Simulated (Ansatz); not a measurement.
Cost against result

Saddle point of Si2H6Cl2, closed shell (Si₂H₄Cl₂ ([SiH3][SiH]([Cl])[Cl]) + H₂ → SiH₂Cl₂ ([Cl][SiH2][Cl]) + SiH₄; bonds formed: Si1–H7, Si2–H6; bonds broken: Si1–Si2, H6–H7), PBE0-D4/def2-TZVP structure:

```
10
angstrom
Si -0.5669 0.8872 -0.6784
Si 0.7489 -0.9833 0.4729
Cl -0.1596 0.2566 -2.6037
Cl -2.6083 0.8854 -0.4598
H -0.0819 2.2856 -0.6132
H 0.1735 -0.1307 1.8039
H -0.2333 0.4155 1.0580
H 1.7540 0.1191 0.4557
H -0.6173 -1.5730 0.5083
H 1.5909 -2.1623 0.0562
```

Barriers are electronic and count from the start structure reached by relaxing down the imaginary mode.

Computed with Ansatz 0.2.0 (basis: as named in each row); correlated methods freeze the cores. B3LYP uses VWN-RPA correlation. Extrapolation: Hartree–Fock as exp(−7.88 √X), correlation as X^−2.97.

Times are rough, for one single point on 4 threads of a shared host (Arm Neoverse N1).

The estimate by CCSD(T) at an estimated basis limit (MP2 extrapolated from triple and quadruple zeta, plus CCSD(T) − MP2 in triple zeta) is 289.9 kJ/mol.

```tsv
method	basis	time (s)	barrier (kJ/mol)	method less estimate
HF	STO-3G	under 1	609.1	319.2
PBE-D4	STO-3G	under 1	423.3	133.4
SPW92	def2-SVP	under 1	207.6	-82.3
B3LYP-D4	6-31G	1	354.9	65.0
PBE-D4	def2-SVP	1	243.3	-46.6
PBE0-D4	def2-SVP	2	265.1	-24.8
SPW92	def2-TZVPP	2	202.9	-87.0
PBE-D4	def2-TZVPP	3	240.5	-49.4
BLYP-D4	def2-TZVPP	4	268.9	-21.0
CCSD(T)	def2-SVP	4	307.9	18.0
BHLYP-D4	def2-TZVPP	5	310.4	20.5
B3LYP-D4	def2-TZVPP	6	283.3	-6.6
CAM-B3LYP-D4	def2-TZVPP	6	292.8	2.9
PBE0-D4	def2-TZVPP	6	261.5	-28.4
wB97M-V	def2-SVP	8	277.8	-12.1
r2SCAN-D4	def2-TZVPP	8	257.2	-32.7
RPA on PBE	def2-TZVPP	8	293.5	3.6
r2SCAN0-D4	def2-TZVPP	9	271.5	-18.4
B2PLYP	def2-TZVPP	10	292.2	2.3
PBE-QIDH	def2-TZVPP	10	282.3	-7.6
wB97X-V	def2-TZVPP	14	292.6	2.7
B97M-V	def2-TZVPP	15	258.3	-31.6
wB97M-V	def2-TZVPP	16	278.7	-11.2
MP2	def2-QZVPP	34	288.2	-1.7
CCSD(T)	def2-TZVPP	170	293.8	3.8
```

All methods are single points on the PBE0-D4 structures.

The T1 diagnostic stays at or below 0.012.

Labels in which every atom is bracketed show which atoms are joined, not bond orders.
